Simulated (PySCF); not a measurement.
Be (beryllium, neutral) across methods

[He] 2s1 3s1, high-spin 3S determinant (an excited configuration). All numbers are calculated (PySCF 2.14, scalar relativity by spin-free X2C-1e, in aug-cc-pCVQZ-DK (9s8p6d4f2g, 109 functions)).

```tsv
method	E (hartree)	mean ε 1s β (eV)	mean ε 2s α (eV)	mean ε 3s α (eV)	Σ⟨r²⟩ (bohr²)	⟨S²⟩
revPBE	-14.4453	-112.93	-10.377	-1.816	68.25	2.000
LDA	-14.2268	-111.46	-10.231	-1.776	67.78	2.000
PBE	-14.4116	-112.76	-10.364	-1.804	67.84	2.000
r2SCAN	-14.4327	-115.27	-10.549	-1.753	69.48	2.000
wB97M-V	-14.4391	-121.14	-13.002	-2.644	64.07	2.000
UHF	-14.37988	-134.83	-14.206	-2.722	71.24	2.000
PBE0	-14.4181	-118.47	-11.417	-2.100	68.74	2.000
BLYP	-14.4380	-113.19	-10.191	-1.597	68.20	2.000
```

The outer electron is Rydberg-like, and this basis confines it to a smaller radius and binds it less than a complete one would.
